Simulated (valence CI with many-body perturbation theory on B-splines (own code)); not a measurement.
Values are calculated unless marked as measured or tabulated.
## Sensitivity of CI+MBPT for Bi LXXI

Method: configuration interaction combined with many-body perturbation theory (CI+MBPT): three valence electrons over a frozen Dirac-Fock core [Ne], a basis of 6 s, 6 p, 5 d, 3 f, 1 g functions for each j, with the one-electron correlation potential Σ1, the two-electron term Σ2, the three-electron term Σ3, Breit, model QED; selected CI, second order for the rest, scaled by the run's own slope (own B-spline code, finite nucleus).

No measured spectrum was set against this ion. As an estimate, large intervals hold to a few tenths of a per cent, small ones and those within an open d or f shell to about a per cent.

The reference run has the lowest level (3s^2 3p1/2) J=1/2 and an ionisation energy of 8947.79 eV. Its largest variational space holds 2828 state functions.

Levels are named by their leading jj configuration (3d3/2^4 stands for four electrons in 3d with j = 3/2), which in mixed levels can hold well under half, so a name can repeat and another be missing. Letters in brackets count levels of one name in rising energy.

Changed runs:
A. three-electron term on → off
B. highest l in the core sums 6 → 5; cutoff of virtual states (hartree) 13778 → 35520
C. core polarisation of operators on → off
D. cutoff of virtual states (hartree) 13778 → 296.06 (bad on purpose)

Excitation energies of the reference run in cm⁻¹, and shifts in cm⁻¹:

```
                     Level  Reference      A       B  C      D
        (3s 3p1/2^2) J=1/2    1636910   -112    -5.5  0  +1538
        (3s^2 3p3/2) J=3/2    5102160   +3.6     +72  0  -1045
(3s 3p1/2 3p3/2) J=3/2 [a]    6446410   -271     +66  0   +312
    (3s 3p1/2 3p3/2) J=5/2    6620150   -181     +66  0   +339
(3s 3p1/2 3p3/2) J=3/2 [b]    6801080   -125     +48  0    +53
    (3s 3p1/2 3p3/2) J=1/2    6906020    -15     +67  0   +573
        (3s^2 3d3/2) J=3/2    7301870   +384    +7.1  0   -887
        (3s^2 3d5/2) J=5/2    8330040   +357    +9.2  0  -2050
(3s 3p1/2 3d3/2) J=3/2 [a]    8372090   -198    +6.1  0   +592
     (3p1/2^2 3p3/2) J=3/2    8497580    -97     +21  0  +1016
    (3s 3p1/2 3d3/2) J=5/2    8583980    +39     -19  0    -79
    (3s 3p1/2 3d3/2) J=1/2    8837760   +256     -19  0   +3.9
    Ionisation energy (eV)    8947.79  +0.08  +0.017  0  -0.63
```

No effect on these energies: C.
